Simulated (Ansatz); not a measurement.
Reaction (cleavage of the Al–Si bond): `F[SiH2][AlH][Cl]` + CH₃SH → `C[S][AlH][Cl]` + `F[SiH3]`

Program: Ansatz. Geometries: PBE0-D4/def2-TZVP. ΔE: electronic, gas phase. CCSD(T)/CBS is the MP2 limit (def2-TZVPP, def2-QZVPP) plus CCSD(T) − MP2 in def2-TZVPP, frozen cores. This one scheme is used for every species. DFT in def2-TZVPP. HSE06 is defined as in plane-wave codes. Each species was taken in one conformer, which may not be the lowest.

| level | ΔE (kcal/mol) | difference from CCSD(T)/CBS |
| --- | --- | --- |
| PBE-D4 | -25.7 | 3.6 |
| PBE0-D4 | -26.8 | 2.5 |
| HSE06-D4 | -26.8 | 2.5 |
| BHLYP-D4 | -29.2 | 0.1 |
| ωB97M-V | -29.6 | -0.3 |
| LC-ωPBE | -27.1 | 2.2 |
| RPA@PBE/def2-TZVPP | -27.8 | 1.5 |
| SCS-MP2/def2-TZVPP | -30.7 | -1.4 |
| HF/CBS(def2) | -29.4 | -0.1 |
| CCSD/CBS(def2) | -28.9 | 0.4 |
| CCSD(T)/CBS | -29.3 | 0 |

Largest T1 diagnostic among the species: 0.011.

From PBE to PBE0 (25 % exact exchange), in def2-TZVPP and without D4, ΔE moves by −1.1 kcal/mol. Leaving LDA and LC-ωPBE aside and taking each functional with its dispersion term where it has one, the values spread over 3.9 kcal/mol, from ωB97M-V to PBE-D4. LDA lies −0.9 kcal/mol from PBE without D4.
